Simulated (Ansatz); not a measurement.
Consider the ligand exchange at a P–Se bond: `C[Se]P` + `C[SiH2]O` → `C[SiH2]OP` + `C[SeH]`.

Computed with Ansatz on PBE0-D4/def2-TZVP structures; ΔE is electronic, products minus reactants. CCSD(T)/CBS is the MP2 limit (def2-TZVPP, def2-QZVPP) plus CCSD(T) − MP2 in def2-TZVPP, frozen cores. This one scheme is used for every species. Functionals use def2-TZVPP. B3LYP here is the variant with VWN-RPA as its local correlation; programs differ in this. For Se outer-core shells are correlated without core-valence functions, which leaves a few kJ/mol of doubt a bond. Scalar relativity is left out up to krypton. Each species was taken in one conformer, which may not be the lowest.

| level | ΔE (kcal/mol) | difference from CCSD(T)/CBS |
| --- | --- | --- |
| PBE0-D4 | 9.4 | 1.4 |
| B3LYP-D4 | 6.9 | -1.1 |
| PBE | 10.3 | 2.3 |
| r2SCAN | 8.8 | 0.8 |
| PBE0 | 9.5 | 1.5 |
| SCS-MP2/def2-TZVPP | 6.6 | -1.4 |
| CCSD(T)/def2-TZVPP | 7.0 | -1.0 |
| MP2/def2-QZVPP | 8.8 | 0.8 |
| HF/CBS(def2) | 2.9 | -5.1 |
| CCSD/CBS(def2) | 7.3 | -0.7 |
| CCSD(T)/CBS | 8.0 | 0 |

Largest T1 diagnostic among the species: 0.012.

From PBE to PBE0 (25 % exact exchange), in def2-TZVPP and without D4, ΔE moves by −0.7 kcal/mol. In def2-TZVPP, CCSD(T) changes the Hartree–Fock value by +3.6 kcal/mol (the triples alone add +0.7 kcal/mol) and MP2 by +5.0 kcal/mol.
